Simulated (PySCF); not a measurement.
## Distorted geometries of [ReO2F2]−

[ReO2F2]− (singlet). PySCF 2.14.0, RKS PBE, Re def2-SVP with ECP60, O def2-SVP, F def2-SVP; non-relativistic Hamiltonian with scalar-relativistic core potentials where named; density fitting; no spin-orbit coupling. Relaxed geometry:

```xyz
5

Re    0.0665    0.0665    0.0000
O     1.7254   -0.1036    0.4518
O    -0.1036    1.7254   -0.4518
F    -1.8075   -0.1712    0.4402
F    -0.1712   -1.8075   -0.4402
```

Question: Order these distorted geometries by energy above the relaxed one, lowest first.
A.
```xyz
5

Re    0.1118    0.0520   -0.0789
O     1.6920   -0.1164    0.5571
O    -0.0475    1.7206   -0.4201
F    -1.7996   -0.2019    0.4220
F    -0.2470   -1.7446   -0.4801
```
B.
```xyz
5

Re    0.0927    0.0069   -0.0210
O     1.9766   -0.2555    0.6626
O    -0.1239    1.9156   -0.5736
F    -1.9213   -0.2617    0.4355
F    -0.3144   -1.6956   -0.5034
```
C.
```xyz
5

Re    0.1320    0.1417    0.1073
O     1.6574   -0.3018    0.3873
O    -0.0653    1.6359   -0.4560
F    -1.7071   -0.0937    0.3446
F    -0.3074   -1.6724   -0.3832
```

Answer: A (0.17 eV), C (1.35 eV), B (2.99 eV).

Question: Which forces (eV/Å) act in the one that lies 1.35 eV up?

Answer: 
```
Re  -6.49 -6.36  0.58
O    8.57 -1.37  1.65
O    0.14  8.54 -2.85
F   -2.68  0.28  0.96
F    0.46 -1.09 -0.34
```
Forces carry noise of the integration grid, about 0.01 to 0.03 eV/Å.
